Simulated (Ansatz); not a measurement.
**Worked example: GeH2(CH3)Br + SiH3Br → GeH3(CH3) + SiH2Br2**

Gas-phase species: GeH2(CH3)Br, singlet; SiH3Br `[SiH3]Br`, singlet; GeH3(CH3) (methyl germane), singlet; SiH2Br2 `Br[SiH2]Br`, singlet. The partners trade Br for H: Ge–Br and Si–H bonds give way to Ge–H and Si–Br.

Shapes, held fixed at every level: PBE0-D4/def2-TZVP. Programs: Ansatz 0.2.0. The zero-point and thermal change to 298 K, harmonic and unscaled (PBE0-D4/def2-TZVP), is -0.6 kJ/mol.

At CCSD(T)/def2-TZVPP; 1 Eh = 2625.50 kJ/mol:

| species | energy (Eh) |
| --- | --- |
| GeH2(CH3)Br | -4689.399232 |
| SiH3Br | -2863.596019 |
| GeH3(CH3) | -2117.237880 |
| SiH2Br2 | -5435.757435 |

Task: Work out ΔH(298 K) of the reaction at this level.

Result: 
1. Products less reactants: (-2117.237880) + (-5435.757435) − [(-4689.399232) + (-2863.596019)] = -0.000064 Eh = -0.2 kJ/mol.
2. With the thermal change: -0.2 + (-0.6) = -0.8 kJ/mol.

Other levels give -5.5 (PBE-D4/def2-TZVPP) to +9.9 kJ/mol (HF/def2-TZVPP). No measured value is set beside it here. Relativity is left out for Br, Ge. Outer-core shells of Br, Ge are correlated, in sets that cover them unevenly. The levels disagree on the sign, so it isn't settled. That is about zero within the method's error.
